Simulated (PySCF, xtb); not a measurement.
C₃HBrCl₂, SMILES ClC(Cl)=C=CBr.

GFN2-xTB run with xtb at its own geometry gives an orbital gap of 3.93 eV and a dipole moment of 2.31 D.

The structure is a stationary point at TPSSh-D3(BJ)/def2-SVP. This is a generated structure with no PubChem entry under its InChIKey; it may be hypothetical.

### Question
What does HF/def2-TZVP run with PySCF give? (An estimate is asked for; the answer gives what the named calculation found.)

### Answer
gap 12.50 eV (levels -10.32 and 2.19 eV), dipole 1.28 D.
